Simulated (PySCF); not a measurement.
F$_{5}$Nb, triplet, geometry from GFN2-xTB (such geometries of metal compounds can be far from the true shape) (the multiplicity is a formal guess) (core potentials on Nb). Base run: R2SCAN/def2-SV(P) (PySCF).

Here is a job for PySCF.
```python
from pyscf import gto, scf, dft

mol = gto.Mole()
mol.atom = '''
    Nb    0.17212905    0.11941241    0.07535839
    F     1.10212295   -0.60038750   -1.24751630
    F    -0.93541462    0.71603936    1.32050149
    F    -1.53992607   -0.02202743   -1.21052889
    F    -0.95290215   -1.70734151    0.11916440
    F     1.54197643    1.06972720    0.67507994
'''
mol.basis = 'def2-sv(p)'
mol.ecp = {'Nb': 'def2-sv(p)'}
mol.spin = 2
mol.verbose = 4
mol.build()

mf = dft.UKS(mol)
mf.xc = 'r2scan'
mf.kernel()
mf.analyze()
```

Variants of this job, named by their change:

```
change                                           ΔE vs base (mEh)  dipole (D)        outcome
-----------------------------------------------  ----------------  ----------  -------------
base                                                        0.000        1.31      converged
auxbasis = def2-tzvp-ri                                         -           -  input refused
auxbasis = cc-pvtz-ri                                           -           -  input refused
auxbasis = def2-universal-jfit                             -0.217        1.31      converged
auxbasis = def2-svp-ri                                          -           -  input refused
auxbasis = cc-pvtz-jkfit                                        -           -  input refused
auxbasis = autoaux                                         -0.101        1.31      converged
auxbasis = default (with mf = mf.density_fit())            -0.217        1.31      converged
auxbasis = even-tempered beta=3.0                         -40.648        1.30      converged
auxbasis = cc-pvdz-jkfit                                        -           -  input refused
```

A fitting set is made for a task (jfit for Coulomb, jkfit for Coulomb and exchange, ri for correlation) and for a family of orbital bases.

Open shells are given as the SCF converged; they aren't shown to be the lowest states, and a large step between rows can be another state.

- auxbasis = def2-tzvp-ri: ended with `pyscf.lib.exceptions.BasisNotFoundError: Basis set not found for Nb in def2-tzvp-ri`
- auxbasis = cc-pvtz-ri: ended with `pyscf.lib.exceptions.BasisNotFoundError: Basis set not found for Nb in cc-pvtz-ri`
- auxbasis = def2-svp-ri: ended with `pyscf.lib.exceptions.BasisNotFoundError: Basis set not found for Nb in def2-svp-ri`
